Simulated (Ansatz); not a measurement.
Consider the redistribution: `COB(C)[SeH]` + `SC[SiH2]S` → `S[SiH2]C[SeH]` + `COB(C)S`.

Isolated molecules relaxed with PBE0-D4/def2-TZVP in Ansatz; ΔE leaves out vibrations. CBS: MP2 limit from def2 TZ/QZ plus the TZ coupled-cluster correction, frozen cores. DFT in def2-TZVPP. B3LYP here is the variant with VWN-RPA as its local correlation; programs differ in this. For Se outer-core shells are correlated without core-valence functions, which leaves a few kJ/mol of doubt a bond. Scalar relativity is left out up to krypton. One conformer a species, not always the lowest.

`COB(C)[SeH]`:

```xyz
12

C    -1.606    0.546    1.216
O    -0.255    0.186    1.018
B     0.265   -0.089   -0.196
C     1.776   -0.480   -0.315
Se   -0.914    0.013   -1.779
H    -2.275   -0.253    0.882
H    -1.848    1.465    0.673
H    -1.754    0.713    2.283
H     2.262   -0.482    0.663
H     2.312    0.217   -0.966
H     1.891   -1.472   -0.760
H     0.146   -0.363   -2.719
```

`SC[SiH2]S`:

Z-matrix (Å, degrees):
```
C
Si 1 1.877
S 1 1.812 2 111.7
H 1 1.094 2 108.5 3 -115.8
H 1 1.092 2 112.7 3 125.3
S 2 2.139 1 112.3 3 -55.4
H 2 1.483 1 108.8 3 66.7
H 2 1.487 1 110.3 3 -171.7
H 3 1.344 1 96.4 2 60.8
H 6 1.344 2 94.2 1 77.3
```

`S[SiH2]C[SeH]`:

```xyz
10

S     2.200    1.198   -0.969
Si    0.148    0.950   -0.416
C    -0.207   -0.785    0.193
Se   -2.012   -0.801    0.959
H     2.665    1.101    0.288
H    -0.616    1.219   -1.656
H    -0.230    1.922    0.642
H     0.513   -1.116    0.941
H    -0.179   -1.471   -0.655
H    -2.282   -2.216    0.673
```

`COB(C)S`:

```xyz
12

C    -1.453    0.367    1.432
O    -0.113    0.182    1.024
B     0.231   -0.065   -0.260
C     1.744   -0.254   -0.619
S    -1.095   -0.164   -1.520
H    -1.452    0.540    2.508
H    -1.899    1.231    0.931
H    -2.055   -0.520    1.213
H     1.922   -1.233   -1.075
H     2.072    0.493   -1.348
H     2.375   -0.169    0.267
H    -0.277   -0.409   -2.554
```

| level | ΔE (kJ/mol) | difference from CCSD(T)/CBS |
| --- | --- | --- |
| PBE-D4 | -6.5 | -0.2 |
| B3LYP-D4 | -8.3 | -2.0 |
| ωB97X-V | -8.6 | -2.3 |
| ωB97M-V | -8.2 | -1.9 |
| PBE | -8.8 | -2.5 |
| B3LYP | -12.1 | -5.8 |
| HF/def2-TZVPP | -13.9 | -7.6 |
| MP2/def2-TZVPP | -8.8 | -2.5 |
| SCS-MP2/def2-TZVPP | -10.6 | -4.3 |
| CCSD/def2-TZVPP | -10.6 | -4.3 |
| CCSD(T)/def2-TZVPP | -9.9 | -3.6 |
| MP2/def2-QZVPP | -6.8 | -0.5 |
| SCS-MP2/def2-QZVPP | -8.9 | -2.6 |
| HF/CBS(def2) | -14.1 | -7.8 |
| MP2/CBS(def2) | -5.2 | 1.1 |
| CCSD/CBS(def2) | -7.0 | -0.7 |
| CCSD(T)/CBS | -6.3 | 0 |

Largest T1 diagnostic among the species: 0.012.

In def2-TZVPP, CCSD(T) changes the Hartree–Fock value by +4.0 kJ/mol (the triples alone add +0.7 kJ/mol) and MP2 by +5.1 kJ/mol. The D4 term adds +3.8 kJ/mol with B3LYP and +2.0 kJ/mol with PBE0; it sums over pairs of atoms, weighted by their polarisabilities, and B3LYP, whose exchange is more repulsive, gets the larger term.
